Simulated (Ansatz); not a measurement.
The cluster Na6Cd⁺. Charge 1, multiplicity 2. Geometry PBE/def2-SVP.

Cartesian coordinates in Å:
```
Cd 3.192 0.540 5.180
Na -2.720 -2.047 -1.767
Na -1.220 -2.190 1.609
Na -0.223 0.201 -0.731
Na -1.398 0.720 -3.983
Na 1.296 0.023 2.495
Na 1.071 2.753 -2.803
```

In the def2 sets Cd takes a core potential, while STO-3G treats all electrons; there is no spin–orbit coupling. HSE06 is defined as in plane-wave codes, on full-range PBE exchange. At HF/STO-3G, r2SCAN/def2-TZVP the charge 1 doublet is spin-contaminated (final ⟨S²⟩ up to 2.36, 0.75 for a pure state). Another isomer (doublet) lies 0.70 eV lower at PBE0/def2-TZVP; other spin states weren't run for this one.

(1) Estimate the α-spin orbital energies around the gap (eV) in Ansatz with HF/STO-3G, PBE/def2-SVP, r2SCAN/def2-TZVP, PBE0/def2-SVP, HSE06/def2-TZVP.

Answers

(1) 
| orbital | HF/STO-3G | PBE/def2-SVP | r2SCAN/def2-TZVP | PBE0/def2-SVP | HSE06/def2-TZVP |
| --- | --- | --- | --- | --- | --- |
| HOMO−13 | -38.98 | -31.08 | -32.20 | -34.52 | -34.15 |
| HOMO−12 | -38.98 | -31.08 | -32.19 | -34.51 | -34.14 |
| HOMO−11 | -38.88 | -30.85 | -31.80 | -34.24 | -33.76 |
| HOMO−10 | -38.86 | -30.85 | -31.79 | -34.23 | -33.75 |
| HOMO−9 | -38.85 | -30.82 | -31.74 | -34.20 | -33.72 |
| HOMO−8 | -8.65 | -14.43 | -14.83 | -16.68 | -16.21 |
| HOMO−7 | -8.65 | -14.41 | -14.81 | -16.66 | -16.19 |
| HOMO−6 | -8.57 | -14.41 | -14.81 | -16.66 | -16.19 |
| HOMO−5 | -8.57 | -14.38 | -14.78 | -16.64 | -16.17 |
| HOMO−4 | -8.54 | -14.38 | -14.78 | -16.64 | -16.17 |
| HOMO−3 | -4.69 | -8.54 | -8.78 | -9.30 | -8.91 |
| HOMO−2 | -2.02 | -6.99 | -7.01 | -7.61 | -7.27 |
| HOMO−1 | -0.75 | -6.09 | -6.03 | -6.48 | -6.21 |
| HOMO | -0.06 | -5.86 | -5.96 | -6.26 | -6.00 |
| LUMO | 6.20 | -4.82 | -4.70 | -4.37 | -4.72 |
| LUMO+1 | 7.62 | -4.63 | -4.49 | -4.14 | -4.49 |
| LUMO+2 | 8.44 | -4.32 | -4.18 | -3.82 | -4.19 |
| LUMO+3 | 8.44 | -4.19 | -4.11 | -3.69 | -4.09 |
| LUMO+4 | 9.27 | -3.77 | -3.63 | -3.24 | -3.63 |
| LUMO+5 | 10.78 | -3.76 | -3.62 | -3.22 | -3.60 |
| β HOMO | -0.21 | -6.01 | -5.95 | -6.37 | -6.10 |
| β LUMO | 5.59 | -5.46 | -5.06 | -4.92 | -5.27 |
